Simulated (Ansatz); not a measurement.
Cartesian coordinates in Å:
```
C 0.3322 -1.1523 1.8889
Sn -1.0858 -0.6979 0.3363
Si 0.0651 0.4727 -1.6547
N 0.8853 1.9475 -1.2776
H 0.8223 -0.2384 2.2257
H 1.0881 -1.8425 1.5137
H -0.1777 -1.6116 2.7358
H -2.2929 0.3175 1.0171
H -1.8629 -2.1579 -0.1216
H 1.0825 -0.4547 -2.2216
H -0.9561 0.7710 -2.6955
H 1.7538 1.9013 -0.7681
H 0.3461 2.7452 -0.9786
```

Total charge 0; spin multiplicity 1. Sn takes the def2 core potential.

(1) List the B3LYP/def2-TZVPP orbital energies in eV (Ansatz 0.2.0). (An estimate is asked.)

Answers

(1) Computed: Occupied: -1799.15, -389.18, -276.55, -143.64, -138.13, -98.96, -98.95, -98.94, -92.97, -92.96, -92.94, -27.26, -27.25, -27.19, -27.13, -27.13, -23.31, -18.69, -14.81, -13.60, -13.05, -11.06, -11.05, -10.76, -9.46, -8.70, -8.33, -7.95, -6.51. Lowest empty: -0.47, 0.03, 0.32, 0.89, 1.44, 1.48, 1.54, 1.93.

B3LYP here is the variant with VWN-RPA as its local correlation; programs differ in this.
